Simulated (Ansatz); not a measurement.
The molecule MgBe-, multiplicity 2 (lowest of 2S+1 = 2, 4 at CCSD(T)/def2-TZVPP on PBE0 minima; our sources give no spin for the ground state, which may be another).

Constants: fifth-degree fit in 1/R to seven points, most abundant isotopes. Runs in def2 and cc sets follow the lowest solution found near the PBE0 minimum.

Correlated levels freeze the inner cores; with def2 sets outer-core shells near the valence are correlated too.

Run with Ansatz (a first-principles code) with Gaussian orbitals. Each number belongs to the level named beside it.

```csv
level,r_e (Å),ω_e (cm⁻¹),ω_e x_e (cm⁻¹)
SVWN5/def2-TZVPP,2.623,…,3.6
PBE/def2-TZVPP,2.669,284,3.7
r2SCAN/def2-TZVPP,2.641,296,4.4
B97M-V/def2-TZVPP,2.669,280,4.3
B3LYP/def2-TZVPP,2.703,255,4.3
wB97M-V/def2-TZVPP,2.779,227,2.9
CCSD/def2-TZVPP,2.726,258,3.5
CCSD(T)/def2-QZVPP,…,…,3.9
```

Q: Fill in the missing entries.

A: 
- CCSD(T)/def2-QZVPP, r_e (Å): 2.708
- CCSD(T)/def2-QZVPP, ω_e (cm⁻¹): 261
- SVWN5/def2-TZVPP, ω_e (cm⁻¹): 298

Doubts at one or more of the structures used: a spin-contaminated determinant (r2SCAN/def2-TZVPP).
